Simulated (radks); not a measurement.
Q: The chlorine ion Cl2+, [Ne] 3s2 3p3. All-electron calculation, non-relativistic Kohn-Sham, LDA (Slater exchange, Perdew-Wang correlation), spin-polarised, spherical densities, point nucleus. Program: a radial shooting solver on a logarithmic mesh with Libxc functionals. Every spin shell is full or empty, so the densities are truly spherical. Functionals are evaluated on that one density, not self-consistently. Rank these orbital-free kinetic functionals by their error against the exact value of the orbitals, and give that value: Thomas-Fermi, von Weizsacker, TF + vW, TF + vW/9, TF + vW/5, LC94, APBEK, revAPBEK, Perdew 92, Pearson, DePristo-Kress, Ernzerhof.

A: Exact: 456.472 hartree. From best to worst, with 100 (|E| - |E exact|)/|E exact| (equal figures are ties): Ernzerhof +0.06, DePristo-Kress +0.06, LC94 +0.15, APBEK +0.28, Perdew 92 -0.53, TF + vW/9 -0.55, revAPBEK +0.63, Pearson -1.51, TF + vW/5 +4.76, Thomas-Fermi -7.18, von Weizsacker -40.27, TF + vW +52.55.
